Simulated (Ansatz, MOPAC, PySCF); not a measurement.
Complex: NH3 (SMILES N) (first 4 atoms) with H2Se (SMILES [SeH2]); geometry from B3LYP-D3(BJ)/def2-TZVP.
(charge 0, multiplicity 1):
```
atom    x (Å)    y (Å)    z (Å)
----  -------  -------  -------
N     -0.0681  -0.1982   0.0157
H     -0.9794  -0.3057  -0.4151
H      0.3835   0.6005  -0.4148
H      0.4788  -1.0217  -0.2082
Se    -0.3803   0.2092   3.6157
H      0.9475   0.8289   3.7369
H     -0.2298   0.0566   2.1443
```

Counterpoise-corrected where a basis set is named; no monomer relaxation. Rows marked so take none.

Correlated levels freeze the cores. Filled d and f shells under p-block atoms count as core. Rows in 6-31G* carry no dispersion term and start afresh at each structure (6-31G* with six Cartesian d functions); the Pople sets are all-electron and without relativity. The state that PM3 reach isn't checked.

The values were computed with Ansatz (an electronic-structure program) with Gaussian orbitals; MOPAC for PM3 (differences of heats of formation); PySCF for 6-31G* rows. Each number belongs to the level named beside it.

Q: One of these levels gives -10.5 kJ/mol for the interaction energy. Name it.
(A) BP86/6-31G* (no counterpoise)
(B) B2PLYP/def2-TZVPPD
(C) PBE/def2-TZVPPD
(D) PM3

A: B, B2PLYP/def2-TZVPPD. The others give -7.7 (PM3), -15.1 (PBE/def2-TZVPPD), -24.4 (BP86/6-31G* (no counterpoise))
